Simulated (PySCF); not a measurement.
**Which determinant of SnH lies lowest?**

Unrestricted PBE0; PySCF, scalar-relativistic core potentials, basis sets Sn aug-cc-pVDZ-PP with ECP28, H aug-cc-pVDZ. Outer shells of the fragments: Sn 4d10 5s2 5p2; H 1s1.

Followed along the bond (rough minima from three points):

| 2Ms+1 | unpaired | ⟨S²⟩ at the start | R at minimum (Å) | Te (eV) |
| --- | --- | --- | --- | --- |
| 2 | π ↑ | 0.75 | 1.79 | 0.00 |
| 4 | σ ↑, π ↑↑ | 3.75 | 1.78 | 1.89 |

Solutions found at the starting distance of 1.670 Å, counted from the lowest of them; the search is not exhaustive and high or unbound solutions are not listed, so other states can lie among these:

```json
{"2Ms+1": "2", "unpaired": "π ↑", "term": "²Π", "E (eV)": "0.00", "⟨S²⟩": "0.75", "⟨Lz²⟩": "1.00", "μ (D)": "-0.17"}
{"2Ms+1": "4", "unpaired": "σ ↑, π ↑↑", "term": "⁴Σ⁻", "E (eV)": "1.85", "⟨S²⟩": "3.75", "⟨Lz²⟩": "0.00", "μ (D)": "0.02"}
{"2Ms+1": "2", "unpaired": "σ ↓, π ↑↑", "term": "mixed", "E (eV)": "2.49", "⟨S²⟩": "1.77", "⟨Lz²⟩": "0.00", "μ (D)": "0.17"}
{"2Ms+1": "2", "unpaired": "σ ↑, π ↑↓", "term": "mixed", "E (eV)": "2.50", "⟨S²⟩": "1.76", "⟨Lz²⟩": "2.01", "μ (D)": "0.11"}
{"2Ms+1": "2", "unpaired": "σ ↑", "term": "mixed", "E (eV)": "3.31", "⟨S²⟩": "0.76", "⟨Lz²⟩": "2.00", "μ (D)": "0.11"}
{"2Ms+1": "2", "unpaired": "σ ↑", "term": "²Σ⁺", "E (eV)": "3.99", "⟨S²⟩": "0.75", "⟨Lz²⟩": "0.00", "μ (D)": "2.46"}
```

A term symbol is given only where ⟨S²⟩ and ⟨Lz²⟩ are close to those of a pure state; real π, δ and φ orbitals otherwise mix terms. A positive dipole means Sn(−)H(+).

Spin–orbit coupling is left out. Counting both spins, an empty level lies below a filled one in some of these solutions, because spin and occupation are held.
